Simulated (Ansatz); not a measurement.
Basis sets compared for Cu8Te4⁻. The state is a doublet with charge -1. Geometry PBE-D4/def2-SVP. Ansatz on 2 threads of AMD EPYC 7R13 on a shared host and a share (18 GiB) of an NVIDIA H100 80GB HBM3; times are rough, and most runs start from earlier orbitals.

Cartesian coordinates in Å:
```
Cu -0.935 1.941 1.455
Cu -0.986 -0.420 2.365
Cu 0.989 0.353 0.967
Cu -1.065 -1.216 0.110
Cu 1.289 -1.642 -0.589
Cu -1.020 1.006 -0.746
Cu -0.461 -0.846 -2.210
Cu 1.337 0.772 -1.521
Te 1.021 2.788 0.058
Te 0.918 -2.060 1.931
Te -3.023 0.533 1.209
Te 1.937 -1.210 -3.029
```

In the def2 sets Te takes a core potential; there is no spin–orbit coupling. Single mean-field runs in def2-TZVP are fitted with def2-universal-jkfit. Another isomer (doublet) lies 0.31 eV lower at PBE0-D4/def2-TZVP; other spin states weren't run for this one.

| level | functions | energy (Eh) | HOMO (eV) | LUMO (eV) | wall time |
| --- | --- | --- | --- | --- | --- |
| PBE-D4/def2-SVP | 352 | -14193.2023 | -0.70 | -0.41 | 11 s |
| PBE0-D4/def2-SVP | 352 | -14193.2591 | -1.56 | 0.12 | 11 s |

Problem. Estimate the rows for PBE-D4/def2-TZVP (with forces), PBE0-D4/def2-TZVP.

Solution. 
| level | functions | energy (Eh) | HOMO (eV) | LUMO (eV) | wall time |
| --- | --- | --- | --- | --- | --- |
| PBE-D4/def2-TZVP (with forces) | 560 | -14195.2026 | -0.98 | -0.69 | 22 s |
| PBE0-D4/def2-TZVP | 560 | -14195.1872 | -1.79 | -0.13 | 18 s |
